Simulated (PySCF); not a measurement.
## Relaxation of singlet GeF₂

Method: PySCF, B3LYP, basis Ge def2-TZVP, F def2-TZVP (no relativity, density fitting). A (50,194) grid was used.

A hand-made bent start, of C2v symmetry, held to at least that symmetry:

Coordinates in bohr (charge 0 multiplicity 1):
```
Ge    0.0000    0.0000   -0.6808
F     2.8637    0.0000    1.3244
F    -2.8637    0.0000    1.3244
```

Q: What forces act on the atoms at the start (eV/Å)?

A: 
```json
{"atom": "Ge1", "Fx": "0.00", "Fy": "0.00", "Fz": "1.21"}
{"atom": "F2", "Fx": "-1.64", "Fy": "0.00", "Fz": "-0.61"}
{"atom": "F3", "Fx": "1.64", "Fy": "0.00", "Fz": "-0.61"}
```

Q: What does it relax to?

A: It ends at C2v with Ge–F 1.758 Å (×2); F–Ge–F 97.4° (after a last refinement on a finer grid). A frequency run shows a minimum.

Q: How much energy is released, and in how many steps?

A: 27.5 kJ/mol in 5 steps.
